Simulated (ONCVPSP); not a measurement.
What one change does to a pseudopotential (Li, ONCV)

Li (Z = 3), optimised norm-conserving Vanderbilt (ONCV), made with ONCVPSP 4.0.1 (PBEsol, scalar-relativistic). Core [He], reference 2s0.75 2p0.25. Waves: 2s: rc 3.15 bohr, ncon 4, nbas 9, qcut 2.6 1/bohr, 2 projectors, debl 2.2 Ha; 2p: rc 4.00 bohr, ncon 3, nbas 6, qcut 2 1/bohr, 3 projectors, debl 3.1 Ha. Local part: polynomial inside 2.25 bohr (lpopt 3, dvloc0 0 Ha). Core correction: Teter function fitted to the true core (icmod 2), fcfact 0.4.

All-electron outer shells of the reference configuration (PBEsol, scalar-relativistic, ld1.x):

```
shell  level (eV)  outermost node (bohr)  outermost maximum (bohr)
   1s      -51.77                      –                      0.36
   2s       -2.96                   0.84                      3.16
   2p       -1.19                      –                      3.96
```

Change: p: rc 5.24.

Cutoffs: the cutoffs (Ha) at which the residual kinetic energy of the hardest occupied pseudo-wave falls to 1 and 0.1 mHa per electron; they do not see the model core or the augmentation charge, which bear on the density cutoff. Errors are all-electron minus pseudo energies relative to the spin-unpolarised reference configuration.

Problem. How do hardness, ghosts and transferability respond?

Solution. The potential gets neither clearly harder nor softer (1.7 Ha and 2.6 Ha → 1.7 Ha and 2.6 Ha); the s channel sets the loose cutoff, while the largest relative change is in p, which becomes softer; of the 3 tests that both files solve, the error grows in 3 and shrinks in 0 by more than 15 % and 0.3 meV (median size 4.6 → 6.1 meV); neither file shows a bound ghost. More of the atom is replaced by a form fitted at one configuration, so other configurations suffer.

```tsv
quantity	base	changed
cutoff, loose	1.7 Ha	1.7 Ha
cutoff, tight	2.6 Ha	2.6 Ha
loose cutoff by channel	s 1.7 Ha, p 1.3 Ha	s 1.7 Ha, p 1.1 Ha
bound ghosts	none	none
GHOST(+) flags under 300 eV	p at 177.1 eV	p at 85.7 eV, p at 174.9 eV
error for 2s1 2p0, meV [ΔE -0.44 eV]	-0.7	-1.0
error for 2s0.5 2p0, meV [ΔE 1.57 eV]	+4.6	+6.1
error for 2s0 2p1, meV [ΔE 1.32 eV]	-7.9	-11
s: phases at 3.20 bohr within 0.05 rad from the reference energy up to (Ha; the scan ends near 5)	0.8	0.8
rms error of d²Exc/dni dnj with the model core, mHa	2.16	2.06
```

Base: The cutoffs count occupied waves only; projector 3 of the p channel, the hardest unoccupied one, needs 41 Ha at the loose tolerance. Changed file: The cutoffs count occupied waves only; projector 2 of the s channel, the hardest unoccupied one, needs 27 Ha at the loose tolerance.
